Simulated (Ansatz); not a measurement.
Ansatz (a first-principles code) input:

Ansatz 0.2 input:
```yaml
crystal:
  periodic: [false, false, false]
  atoms:
    - {symbol: Au, position_ang: [-0.00000000, -0.00000000, -0.13274140]}
    - {symbol: C, position_ang: [0.00000000, 0.00000000, 1.74776176]}
basis:
  gaussian:
    orbitals: def2-TZVPD
hamiltonian:
  xc: {name: wB97M-V}
magnetization: {spin_polarized: true, initial_magnetization: 1}
output: {forces: true}
```

Q: Which total energy does the run end on?

A: -173.55495 Eh (wB97M-V/def2-TZVPD). The basis has 80 functions.

The spin state was set by rule; other spins were not relaxed.
